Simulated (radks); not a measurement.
Values are calculated unless marked as measured or tabulated.
Problem. The mean radii <r> (bohr) of the occupied orbitals of an atom or ion are listed with their occupations. Code: a radial shooting solver on a logarithmic mesh with Libxc functionals. Model: Dirac Kohn-Sham, PBE, spin-unpolarised, spherical densities, finite nucleus; Fermi nuclear charge, rms radius of each element as measured or else 0.836 A^(1/3) + 0.57 fm.

| orbital | occ. | <r> |
|---|---|---|
| 1s1/2 | 2 | 0.02112 |
| 2s1/2 | 2 | 0.08923 |
| 2p1/2 | 2 | 0.07438 |
| 2p3/2 | 4 | 0.08144 |
| 3s1/2 | 2 | 0.2341 |
| 3p1/2 | 2 | 0.2238 |
| 3p3/2 | 4 | 0.2372 |
| 3d3/2 | 4 | 0.2097 |
| 3d5/2 | 6 | 0.2138 |
| 4s1/2 | 2 | 0.5294 |
| 4p1/2 | 2 | 0.5398 |
| 4p3/2 | 4 | 0.5701 |
| 4d3/2 | 4 | 0.6017 |
| 4d5/2 | 6 | 0.6125 |
| 5s1/2 | 2 | 1.276 |
| 5p1/2 | 2 | 1.418 |
| 5p3/2 | 4 | 1.507 |
| 4f5/2 | 6 | 0.8011 |
| 4f7/2 | 3 | 0.8129 |

Name the element and its charge. Open shells, if any, fill j = l - 1/2 first.

Solution. Z = 66, dysprosium, charge +3: Dy3+ in [Xe] 4f9. The 1s radius gives Z: for a bare nucleus <r> = (2 gamma + 1)/(2Z) with gamma = sqrt(1 - (Z/c)^2), 0.02085 bohr for Z = 66, and screening makes it slightly larger (0.02112 here). The occupations add up to 63, and the charge is Z minus that.
